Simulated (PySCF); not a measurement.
**RhF3: from structure and modes to constants**

Method: UPBE0 in PySCF with Rh def2-SVP with ECP28, F def2-SVP; scalar-relativistic core potentials, no spin–orbit coupling; density-fitted integrals.

The triplet minimum has C2v symmetry. Masses (u): Rh 102.90550, F 18.99840.

```xyz
4
charge 0 multiplicity 3, angstrom
Rh    0.0000    0.0000   -0.1557
F     0.0000    0.0000    1.6896
F     1.7966    0.0000   -0.4272
F    -1.7966    0.0000   -0.4272
```

Harmonic wavenumbers (cm⁻¹): 134.2 (b2, ×1), 172.7 (b1, ×1), 198.3 (a1, ×1), 622.8 (a1, ×1), 668.3 (a1, ×1), 715.9 (b2, ×1).

Problem. Find the principal moments of inertia and the rotational constants. What kind of rotor is it?

Solution. About the centre of mass I = 63.661, 122.65, 186.31 u Å². With B = 16.8576/I this gives 0.2648, 0.1374, 0.09048 cm⁻¹. The molecule is an asymmetric top with κ = -0.46.

Problem. What is the harmonic zero-point energy?

Solution. Half the sum of all 6 wavenumbers, 2512/2 = 1256 cm⁻¹, which is 15.0 kJ/mol (1 cm⁻¹ = 0.0119627 kJ/mol).

Problem. Find the vibrational entropy and heat capacity at 298.15 K.

Solution. With u = 1.43878 ω/T, each mode gives S = R[u/(eᵘ−1) − ln(1−e⁻ᵘ)] and C = R u² eᵘ/(eᵘ−1)².
```csv
ω (cm⁻¹),u,S (J/(mol K)),C (J/(mol K))
134.2,0.648,12.07,8.03
172.7,0.833,10.07,7.85
198.3,0.957,8.99,7.71
622.8,3.006,1.72,4.12
668.3,3.225,1.45,3.73
715.9,3.455,1.20,3.34
```
The sums over all modes are S = 35.5 and C = 34.8 J/(mol K); the softest mode gives 34 % of the entropy.

This need not be the most stable arrangement of these atoms. With open d or f shells other occupations or spin states may lie lower.
